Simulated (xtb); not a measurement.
F$_{6}$S, charge -1, doublet, geometry from GFN2-xTB of the parent state (a state made from the parent by changing its charge; the spin is typed, not shown lowest); GFN2-xTB (xtb 6.7.1).

The xtb input:
```
$ xtb mol.xyz --gfn 2 --chrg -1 --uhf 1 --json

# file mol.xyz
7

F      0.60583172    -0.46165382    -1.39611638
S      0.00000000     0.00000000     0.00000000
F      1.29819968    -0.54124302     0.74231451
F     -0.69061044    -1.42240255     0.17066190
F     -1.29819968     0.54124302    -0.74231451
F      0.69061044     1.42240255    -0.17066190
F     -0.60583172     0.46165382     1.39611638
```

Output, abridged:

```
   ID    Z sym.   atoms
    1    9 F      1, 3-7
    2   16 S      2

           -------------------------------------------------
          |                Calculation Setup                |
           -------------------------------------------------

           -------------------------------------------------
          |                 G F N 2 - x T B                 |
           -------------------------------------------------

          ...................................................
          :                      SETUP                      :
          :.................................................:
          :  # basis functions                  34          :
          :  # atomic orbitals                  33          :
          :  # shells                           15          :
          :  # electrons                        49          :
          :  max. iterations                   250          :
          :  Hamiltonian                  GFN2-xTB          :
          :  restarted?                      false          :
          :  GBSA solvation                  false          :
          :  PC potential                    false          :
          :  electronic temp.          300.0000000     K    :
          :  accuracy                    1.0000000          :
          :  -> integral cutoff          0.2500000E+02      :
          :  -> integral neglect         0.1000000E-07      :
          :  -> SCF convergence          0.1000000E-05 Eh   :
          :  -> wf. convergence          0.1000000E-03 e    :
          :  Broyden damping             0.4000000          :
          :  net charge                         -1          :
          :  unpaired electrons                  1          :
          ...................................................

 iter      E             dE          RMSdq      gap      omega  full diag
   1    -31.9271531 -0.319272E+02  0.946E+00   10.16       0.0  T
   2    -31.9348599 -0.770676E-02  0.586E+00   10.51       1.0  T
   3    -31.9603498 -0.254899E-01  0.136E+00   10.84       1.0  T
   4    -31.9612198 -0.870032E-03  0.124E+00   10.86       1.0  T
   5    -31.9651457 -0.392590E-02  0.103E-01   10.85       1.0  T
   6    -31.9651449  0.824245E-06  0.369E-02   10.85       1.0  T
   7    -31.9651475 -0.258822E-05  0.790E-03   10.84       4.8  T
   8    -31.9651476 -0.117832E-06  0.410E-03   10.84       9.2  T
   9    -31.9651477 -0.447616E-07  0.279E-05   10.84    1355.2  T
[...]
         :: total energy             -31.937461265511 Eh    ::
[...]
                  HL-Gap            0.3984685 Eh           10.8429 eV
             Fermi-level           -0.0194719 Eh           -0.5299 eV

     #   Z          covCN         q      C6AA      α(0)
     1   9 F        0.789    -0.550    15.563     4.660
     2  16 S        4.727     2.299    76.430    14.714
     3   9 F        0.789    -0.550    15.563     4.660
     4   9 F        0.789    -0.550    15.563     4.660
     5   9 F        0.789    -0.550    15.563     4.660
     6   9 F        0.789    -0.550    15.563     4.660
     7   9 F        0.789    -0.550    15.563     4.660

 Mol. C6AA /au·bohr⁶  :       1026.979496
 Mol. C8AA /au·bohr⁸  :      24631.391699
 Mol. α(0) /au        :         42.674033

Wiberg/Mayer (AO) data.
largest (>0.10) Wiberg bond orders for each atom

 ---------------------------------------------------------------------------
     #   Z sym  total        # sym  WBO       # sym  WBO       # sym  WBO
 ---------------------------------------------------------------------------
     1   9 F    0.747 --     2 S    0.601
     2  16 S    3.605 --     5 F    0.601     3 F    0.601     1 F    0.601
                             7 F    0.601     6 F    0.601     4 F    0.601
     3   9 F    0.747 --     2 S    0.601
     4   9 F    0.747 --     2 S    0.601
     5   9 F    0.747 --     2 S    0.601
     6   9 F    0.747 --     2 S    0.601
     7   9 F    0.747 --     2 S    0.601
 ---------------------------------------------------------------------------

Topologies differ in total number of bonds
Writing topology from bond orders to xtbtopo.mol

molecular dipole:
                 x           y           z       tot (Debye)
 q only:       -0.000      -0.000       0.000
   full:       -0.000      -0.000       0.000       0.000
molecular quadrupole (traceless):
                xx          xy          yy          xz          yz          zz
 q only:        0.000      -0.000      -0.000       0.000       0.000       0.000
  q+dip:        0.000      -0.000      -0.000       0.000       0.000       0.000
   full:        0.000      -0.000      -0.000       0.000       0.000       0.000

           -------------------------------------------------
          | TOTAL ENERGY              -31.937461265511 Eh   |
          | GRADIENT NORM               0.345030426889 Eh/α |
          | HOMO-LUMO GAP              10.842878802873 eV   |
           -------------------------------------------------

normal termination of xtb
```
